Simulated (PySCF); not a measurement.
**Radial density of As (arsenic, neutral)**

UHF, [Ar] 3d10 4s2 4p3, high-spin 4S determinant. Calculation: PySCF 2.14, in aug-cc-pVDZ-DK; the spin-free X2C one-electron Hamiltonian (Gaussian nucleus).

| r (bohr) | 4πr²ρ (e/bohr) | 4πr²(ρα − ρβ) |
| --- | --- | --- |
| 0.00102 | 0.5221 | 0.0000 |
| 0.00171 | 1.255 | 0.0000 |
| 0.00288 | 2.969 | 0.0000 |
| 0.00485 | 6.752 | -0.0001 |
| 0.00815 | 14.20 | 0.0000 |
| 0.0137 | 26.07 | 0.0004 |
| 0.0231 | 38.12 | 0.0032 |
| 0.0388 | 39.46 | 0.0156 |
| 0.0653 | 32.81 | 0.0496 |
| 0.110 | 42.97 | 0.0746 |
| 0.185 | 42.27 | 0.0016 |
| 0.311 | 24.36 | 0.0550 |
| 0.522 | 30.97 | 0.1422 |
| 0.879 | 12.78 | 0.0319 |
| 1.48 | 3.396 | 1.0154 |
| 2.49 | 1.881 | 1.2124 |
| 4.18 | 0.3153 | 0.2671 |
| 7.03 | 0.004441 | 0.0041 |
| 11.8 | 1.518e-05 | 0.0000 |

Densities and radii are taken from the X2C orbitals without a picture-change correction, which distorts them close to the nucleus.
